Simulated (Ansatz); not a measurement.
CH5BGe, SMILES `[BH]1[CH2][GeH2]1` at its PBE0-D4/def2-TZVP geometry, where that method's forces vanish. Total charge 0; spin multiplicity 1.

```xyz
8

B     0.2322   -0.2220    1.1137
C    -0.3715    0.9139    0.4124
Ge    0.5530   -0.8091   -0.7314
H    -0.0665   -0.8405    2.0817
H     0.1185    1.5451   -0.3273
H    -1.3612    1.2879    0.6743
H     1.1593    0.0665   -1.8359
H    -0.2639   -1.9418   -1.3874
```

What forces (eV/Å) does r2SCAN-D4/def2-TZVPP give on these atoms in Ansatz? (Best estimate.)

The calculation gave: 
```
B1  -0.059 -0.044  0.061
C2   0.049  0.071 -0.023
Ge3  0.081 -0.062 -0.079
H4   0.022  0.021 -0.026
H5  -0.039  0.001  0.026
H6  -0.007 -0.006 -0.011
H7  -0.052 -0.028  0.038
H8   0.004  0.046  0.014
```
